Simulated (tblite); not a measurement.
C4H10B2FN.
Numbering: `[BH2:1][CH2:2][NH:3][B:4]([F:5])[C:6](=[CH2:7])[CH3:8]` (hydrogens: H9, H10 on B1; H11, H12 on C2; H13 on N3; H14, H15 on C7; H16, H17, H18 on C8)

Computed with GFN2-xTB (tblite), gas phase: L-BFGS steps from a force-field or distance-geometry start until the largest atomic force falls under 0.01 eV/Å.

The end geometry, which sets the zero of energy:
```
atom  x, y, z in Å
B1      3.0973   -0.3190   -1.4709
C2      2.2903    0.1021   -0.1966
N3      0.8507    0.2704   -0.3494
B4     -0.1361   -0.3108    0.4310
F5      0.2679   -1.0894    1.4554
C6     -1.6745   -0.1071    0.1858
C7     -2.5749   -0.6849    0.9779
C8     -2.1208    0.7554   -0.9642
H9      2.5737   -0.4345   -2.5091
H10     4.2472   -0.4905   -1.3657
H11     2.4451   -0.6258    0.6063
H12     2.7194    1.0382    0.1973
H13     0.6015    0.8430   -1.1397
H14    -2.2741   -1.3052    1.8051
H15    -3.6382   -0.5619    0.8335
H16    -3.2062    0.8055   -1.0167
H17    -1.7454    0.3539   -1.9049
H18    -1.7317    1.7669   -0.8515
```

Question: These geometries come from the run, each turned onto the end geometry. Order them by energy, lowest first.
A.
```
atom  x, y, z in Å
B1      3.1584    0.0206   -1.4956
C2      2.2711   -0.1787   -0.2298
N3      0.8300   -0.0697   -0.4148
B4     -0.1477   -0.1459    0.5643
F5      0.2493   -0.3448    1.8352
C6     -1.6801   -0.0260    0.2342
C7     -2.5931   -0.6219    0.9965
C8     -2.1093    0.7544   -0.9814
H9      2.6749    0.1563   -2.5526
H10     4.3195    0.0065   -1.3715
H11     2.4990   -1.1748    0.1795
H12     2.5753    0.5035    0.5740
H13     0.5544    0.0485   -1.3764
H14    -2.3126   -1.1914    1.8667
H15    -3.6501   -0.5729    0.7769
H16    -3.1747    0.9725   -0.9394
H17    -1.9116    0.1774   -1.8855
H18    -1.5614    1.6926   -1.0569
```
B.
```
atom  x, y, z in Å
B1      3.2244    0.0468   -1.4479
C2      2.2819   -0.1749   -0.2195
N3      0.8460   -0.1836   -0.4978
B4     -0.1570   -0.2227    0.4584
F5      0.2484   -0.3019    1.7417
C6     -1.7036   -0.0611    0.1880
C7     -2.5970   -0.6243    0.9976
C8     -2.1524    0.8020   -0.9619
H9      2.7823   -0.1430   -2.5168
H10     4.3462    0.3557   -1.3082
H11     2.5409   -1.1679    0.1836
H12     2.4571    0.5079    0.6182
H13     0.6149   -0.1911   -1.4819
H14    -2.2924   -1.2472    1.8218
H15    -3.6615   -0.4651    0.9028
H16    -3.1944    1.0859   -0.8431
H17    -2.0389    0.2829   -1.9153
H18    -1.5537    1.7082   -0.9960
```
C.
```
atom  x, y, z in Å
B1      3.1354   -0.1247   -1.4968
C2      2.2796   -0.0233   -0.1911
N3      0.8448    0.1694   -0.3529
B4     -0.1583   -0.3733    0.4352
F5      0.2206   -1.1590    1.4635
C6     -1.6879   -0.1030    0.1987
C7     -2.5923   -0.5315    1.0767
C8     -2.1133    0.6493   -1.0357
H9      2.6624    0.0846   -2.5451
H10     4.2749   -0.3574   -1.3996
H11     2.4237   -0.8883    0.4644
H12     2.6891    0.8247    0.3886
H13     0.6096    0.7541   -1.1388
H14    -2.2989   -1.0819    1.9556
H15    -3.6505   -0.3497    0.9604
H16    -3.1942    0.7661   -1.0723
H17    -1.7935    0.1099   -1.9277
H18    -1.6599    1.6406   -1.0594
```
D.
```
atom  x, y, z in Å
B1      3.3129    0.0974   -1.3790
C2      2.2171   -0.2336   -0.3077
N3      0.8096   -0.4192   -0.6775
B4     -0.1763   -0.3541    0.3098
F5      0.2836   -0.3659    1.5774
C6     -1.7183   -0.0557    0.1697
C7     -2.5846   -0.5708    1.0368
C8     -2.2043    0.9151   -0.8805
H9      3.3955   -0.5091   -2.3679
H10     4.1245    0.8992   -1.1313
H11     2.6206   -1.1512    0.1653
H12     2.1898    0.4956    0.4997
H13     0.6180   -0.6062   -1.6458
H14    -2.2723   -1.2572    1.8048
H15    -3.6440   -0.3543    1.0194
H16    -3.2311    1.2367   -0.6756
H17    -2.1891    0.4442   -1.8659
H18    -1.5605    1.7953   -0.9281
```
E.
```
atom  x, y, z in Å
B1      3.1780    0.0112   -1.4869
C2      2.2699   -0.1520   -0.2275
N3      0.8451    0.1084   -0.3942
B4     -0.1612   -0.3263    0.4557
F5      0.2237   -1.0243    1.5428
C6     -1.6925   -0.0689    0.2167
C7     -2.5919   -0.4328    1.1280
C8     -2.1369    0.5895   -1.0613
H9      2.7524    0.4392   -2.4878
H10     4.3081   -0.2661   -1.4018
H11     2.3772   -1.1435    0.2272
H12     2.6704    0.5297    0.5427
H13     0.6266    0.6485   -1.2157
H14    -2.2903   -0.9033    2.0482
H15    -3.6524   -0.2772    0.9932
H16    -3.2221    0.6044   -1.1311
H17    -1.7387    0.0540   -1.9218
H18    -1.7741    1.6161   -1.1029
```

Answer: C (0.008 eV), E (0.020 eV), A (0.060 eV), B (0.114 eV), D (0.343 eV).

In the order of the answer:

```
step  E above end (eV)  largest force (eV/Å)  rms force component (eV/Å)  rms distance from end (Å)  rms bond change (Å)  bond most changed (Å)
 152             0.008                  0.04                       0.014                      0.220                0.001          C2–H12 +0.003
  98             0.020                  0.03                       0.009                      0.380                0.001           B1–C2 -0.005
  46             0.060                  0.07                       0.022                      0.442                0.003           B1–C2 -0.007
  30             0.114                  0.25                       0.077                      0.500                0.004          C2–H11 +0.008
  11             0.343                  0.35                       0.106                      0.684                0.007          C2–H12 -0.014
```

The cost below is that of the whole relaxation. On Arm Neoverse V1, one thread (shared host), this took 1.2 s.
